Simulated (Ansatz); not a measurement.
The first iterations of a band of a periodic cell of 17 atoms, TiSi16 (host Si, host structure diamond, interstitial Ti).

Method: DFT PBE, scalar-relativistic, plane waves, PAW in Ansatz. Settings: PAW set soft_1, cutoff 420 eV, k mesh 2x2x2, fermi-dirac smearing 0.02 eV, no spin polarisation.

| Quantity | Value |
| --- | --- |
| movable images | 3 |
| climbing image | yes |
| spring | 2.0 to 10.0 eV/Å², energy-weighted |
| optimiser | lbfgs |
| start path | IDPP |
| force threshold | 0.03 eV/Å |
| iteration limit | 80 |
| end points | relaxed |

Initial state:

```xyz
17
Lattice="0.0000 5.4300 5.4300 5.4300 0.0000 5.4300 5.4300 5.4300 0.0000" Properties=species:S:1:pos:R:3
Si 0.049 -0.045 -0.042
Si 1.396 1.357 1.359
Si 2.702 2.731 -0.012
Si 4.076 4.038 1.361
Si 2.703 -0.015 2.734
Si 4.077 1.358 4.041
Si 5.450 2.732 2.735
Si 6.791 4.074 4.077
Si 0.046 2.759 2.761
Si 1.359 4.070 4.074
Si 2.672 5.385 2.764
Si 4.074 6.787 4.111
Si 2.674 2.761 5.389
Si 4.075 4.109 6.790
Si 5.449 5.415 5.418
Si 6.755 6.788 6.792
Ti 9.505 6.786 6.790
```

Final state:

```xyz
17
Lattice="0.0000 5.4300 5.4300 5.4300 0.0000 5.4300 5.4300 5.4300 0.0000" Properties=species:S:1:pos:R:3
Si -0.007 0.003 0.003
Si 1.335 1.345 1.343
Si 2.709 2.716 0.037
Si 4.081 4.091 1.343
Si 2.710 0.039 2.714
Si 4.081 1.344 4.090
Si 5.387 2.716 2.715
Si 6.739 4.117 4.116
Si 0.028 2.719 2.716
Si 1.334 4.092 4.091
Si 2.707 5.397 2.716
Si 4.110 6.745 4.119
Si 2.708 2.718 5.396
Si 4.111 4.122 6.743
Si 5.426 5.431 5.426
Si 6.735 6.744 6.743
Ti 8.140 8.147 8.144
```

| iteration | highest image above the first end (eV) | largest band force component (eV/Å) |
| --- | --- | --- |
| 1 | 2.490 | 3.808 |
| 2 | 2.089 | 1.898 |
| 3 | 1.881 | 0.565 |
| 4 | 1.855 | 0.314 |
| 5 | 1.847 | 0.282 |
| 6 | 1.820 | 0.427 |
| 7 | 1.812 | 0.234 |
| 8 | 1.799 | 0.236 |
| 9 | 1.795 | 0.126 |
| 10 | 1.782 | 0.231 |
| 11 | 1.779 | 0.127 |
| 12 | 1.771 | 0.163 |
| 13 | 1.769 | 0.101 |
| 14 | 1.762 | 0.134 |
| 15 | 1.761 | 0.087 |
| 16 | 1.755 | 0.125 |
| 17 | 1.754 | 0.080 |

**Question.** Does the band converge within its limit, and where does its top end?

**Answer.** The forces met the threshold. It ended after 52 iterations with the highest image 1.711 eV above the first end. By the program's own check the climbing image is a first-order saddle point (lowest curvatures found: -4.10 and 0.18 eV/Å²). Limits of this set-up: coarse k mesh, a small cell, in which the defect meets its images.

Run time: 21 min on 1 thread of Arm Neoverse V1, with other jobs on the host, peak memory 0.8 GiB.
